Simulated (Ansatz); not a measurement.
Species: CCl$_{2}$F, SMILES `F[C](Cl)Cl` (charge 0, multiplicity 2).

### Question
Give a relaxed geometry from Ansatz (a quantum-chemistry and plane-wave program) with PBE0-D3(BJ)/def2-TZVP.

### Answer
the end point of this relaxation (outside a Z-matrix the atoms follow the SMILES, hydrogens last).
Bonded distances (Å): F1–C2 1.321, C2–Cl3 1.708, C2–Cl4 1.708. Bond angles (°): F1–C2–Cl3 113.5, F1–C2–Cl4 113.5, Cl3–C2–Cl4 117.7.
